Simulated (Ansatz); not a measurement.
Geometry optimisation, UKS LDA/def2-SVP in Ansatz.

Input file:

```yaml
crystal:
  periodic: [false, false, false]
  atoms:
    - { symbol: Sn, position_ang: [0.0, 0.0, 0.0] }
    - { symbol: H, position_ang: [0.0, 0.0, 1.99] }
    - { symbol: H, position_ang: [1.6408, 0.0, -0.5794] }
    - { symbol: Cl, position_ang: [-1.1351, 1.9666, -0.8025] }
    - { symbol: Cl, position_ang: [-1.1351, -1.9666, -0.8025] }
    - { symbol: "N", position_ang: [0.0, 0.0, 3.35] }
    - { symbol: H, position_ang: [-0.496, -0.7725, 3.88] }
    - { symbol: H, position_ang: [0.496, 0.7725, 3.88] }
magnetization:
  spin_polarized: true
  initial_magnetization: 1
basis:
  gaussian: { orbitals: def2-SVP }
hamiltonian:
  xc: lda
relax:
  f_tol: 0.15
  max_steps: 25
  restrain:
    - { distance: [1, 5], at: 2.26, k: 30.0 }
    - { distance: [0, 1], at: 1.74, k: 30.0 }
```

Run as:

```bash
$ ansatz run input.yaml --threads 4 --pin off --max-ram 5120MiB --backend cpu --events-out ev --progress --plain --runs-dir out
```

Task: Where does it end, and by what steps?

Result: The run converged. The restraints hold the end off the free minimum. After 7 steps the energy has risen by 0.462 eV (the restraints' own energy left out); N6 moved furthest, 0.54 Å.

```tsv
step	energy less start (eV)	largest force component (eV/Å)	accepted
0	0.0000	3.845	yes
1	0.7419	2.589	yes
2	1.0468	2.573	yes
3	0.8170	1.799	yes
4	0.5445	1.038	yes
5	0.4774	0.466	yes
6	0.4701	0.768	no
7	0.4615	0.292	yes
```

```xyz
8
Properties=species:S:1:pos:R:3
Sn 0.053 0.000 -0.159
H -0.063 -0.008 1.572
H 1.602 0.005 -0.899
Cl -1.113 1.868 -0.952
Cl -1.114 -1.863 -0.957
N 0.265 -0.168 3.793
H -0.572 -0.600 4.254
H 0.312 0.765 4.263
```

Time of the run: 6.1 s on 4 threads of INTEL(R) XEON(R) PLATINUM 8581C CPU @ 2.10GHz (Emerald Rapids), with other jobs on the host, peak memory 0.23 GiB.
